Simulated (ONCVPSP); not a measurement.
## What one change does to a pseudopotential (Ag (Z = 47), ONCV)

Ag (Z = 47), optimised norm-conserving Vanderbilt (ONCV), made with ONCVPSP 4.0.1 (LDA (Perdew-Wang 92), scalar-relativistic). Core [Ar] 3d10, reference 4s2 4p6 4d10 5s1. Waves: 4s+5s: rc 1.80 bohr, ncon 4, nbas 9, qcut 7.1 1/bohr, 2 projectors; 4p: rc 1.05 bohr, ncon 3, nbas 7, qcut 8.9 1/bohr, 1 projector; 4d: rc 1.30 bohr, ncon 4, nbas 8, qcut 7.4 1/bohr, 2 projectors, debl 2.9 Ha; f scattering state at 0.06 Ha: rc 1.05 bohr, ncon 3, nbas 7, qcut 10.4 1/bohr, local. Local part: the f channel. Core correction: none.

Change: p: qcut 5.1.

Cutoffs: the cutoffs (Ha) at which the residual kinetic energy of the hardest occupied pseudo-wave falls to 1 and 0.1 mHa per electron; they do not see the model core or the augmentation charge, which bear on the density cutoff. Errors are all-electron minus pseudo energies relative to the spin-unpolarised reference configuration.

Question: How do hardness, ghosts and transferability respond?

Answer: The potential gets harder (42 Ha and 140 Ha → 99 Ha and 200 Ha); the errors of the 4 common tests hardly move; neither file shows a bound ghost.

```csv
quantity,base,changed
"cutoff, loose",42 Ha,99 Ha
"cutoff, tight",140 Ha,200 Ha
loose cutoff by channel,"s 13 Ha, p 38 Ha, d 42 Ha","s 13 Ha, p 99 Ha, d 42 Ha"
bound ghosts,none,none
GHOST(+) flags under 300 eV,d at 277.0 eV,d at 277.0 eV
"error for 4s2 4p6 4d10 5s0, meV [ΔE 8.10 eV]",-2.0,-2.0
"error for 4s2 4p6 4d9 5s0, meV [ΔE 30.48 eV]",-6.1,-6.0
"error for 4s2 4p6 4d8 5s0, meV [ΔE 66.92 eV]",-8.5,-7.8
"error for 4s2 4p6 4d10 5s0.5, meV [ΔE 3.18 eV]",-0.7,-0.7
s: phases at 1.83 bohr within 0.05 rad from the reference energy up to (Ha; the scan ends near 5),4.4,4.4
p: phases at 1.07 bohr within 0.05 rad from the reference energy up to (Ha; the scan ends near 5),2.9,2.5
d: phases at 1.32 bohr within 0.05 rad from the reference energy up to (Ha; the scan ends near 5),to the end of the scan,to the end of the scan
f: phases at 1.07 bohr within 0.05 rad from the reference energy up to (Ha; the scan ends near 5),to the end of the scan,to the end of the scan
```
